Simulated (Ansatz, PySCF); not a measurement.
CH3Cl3Si, triplet, at the geometry of the source list (a higher spin typed on purpose: for a closed-shell molecule this is an excited state). Base run: CCSD(T)/STO-3G in PySCF.

PySCF was given this input:
```python
from pyscf import gto, scf, cc

mol = gto.Mole()
mol.atom = '''
    C    -1.04170000   -0.20300000    0.03620000
    Si    0.82190000    0.16020000   -0.02860000
    Cl    1.70540000   -1.00140000   -1.42920000
    Cl    1.13270000    2.10330000   -0.49670000
    Cl    1.66510000   -0.22430000    1.76940000
    H    -1.23160000   -1.24300000    0.28650000
    H    -1.53670000    0.41110000    0.78330000
    H    -1.51520000   -0.00290000   -0.92090000
'''
mol.basis = 'sto-3g'
mol.spin = 2
mol.verbose = 3
mol.build()

mf = scf.UHF(mol)
mf.kernel()

mycc = cc.CCSD(mf)
mycc.kernel()
et = mycc.ccsd_t()
print('E(CCSD(T)) = %.10f' % (mycc.e_tot + et))
```

The same geometry, method and basis name were run in Ansatz (a quantum-chemistry and plane-wave program) and PySCF, at each program's defaults and at the settings that a row names. The base is PySCF at its defaults. Differences at the defaults can come from grids, fitting, cores and function types together.

```tsv
code and settings	ΔE vs base (mEh)	basis functions	E (Eh)	SCF cycles	SCF-reference dipole (D)
PySCF, defaults (exact integrals, spherical functions, all electrons correlated)	0.000	44	-1688.47473	18	4.80
Ansatz, defaults (factorised integrals, spherical functions, frozen core)	4.183	44	-1688.47054	-	-
PySCF, frozen core	4.163	44	-1688.47056	18	4.80
Ansatz, high accuracy, frozen core	4.163	44	-1688.47056	-	-
```

Open shells are given as the SCF converged; they aren't shown to be the lowest states, and a large step between rows can be another state.
